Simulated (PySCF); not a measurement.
Radial density of P (phosphorus, neutral)

M06, [Ne] 3s2 3p2 4s1, high-spin 4P determinant (an excited configuration). Computed with PySCF 2.14 in aug-cc-pwCVQZ, with no relativity, point nucleus.

| r (bohr) | 4πr²ρ (e/bohr) | 4πr²(ρα − ρβ) |
| --- | --- | --- |
| 0.00163 | 0.07004 | 0.0000 |
| 0.00275 | 0.1917 | 0.0001 |
| 0.00462 | 0.5126 | 0.0002 |
| 0.00777 | 1.320 | 0.0005 |
| 0.0131 | 3.184 | 0.0012 |
| 0.0220 | 6.898 | 0.0026 |
| 0.0370 | 12.49 | 0.0059 |
| 0.0622 | 16.88 | 0.0153 |
| 0.105 | 14.86 | 0.0496 |
| 0.176 | 10.79 | 0.1461 |
| 0.296 | 14.74 | 0.2396 |
| 0.498 | 13.46 | 0.0654 |
| 0.838 | 3.967 | 0.1242 |
| 1.41 | 2.412 | 0.9852 |
| 2.37 | 1.428 | 0.7552 |
| 3.99 | 0.3344 | 0.3004 |
| 6.71 | 0.1710 | 0.1709 |
| 11.3 | 0.001650 | 0.0016 |

The outer electron is Rydberg-like, and this basis confines it to a smaller radius and binds it less than a complete one would.
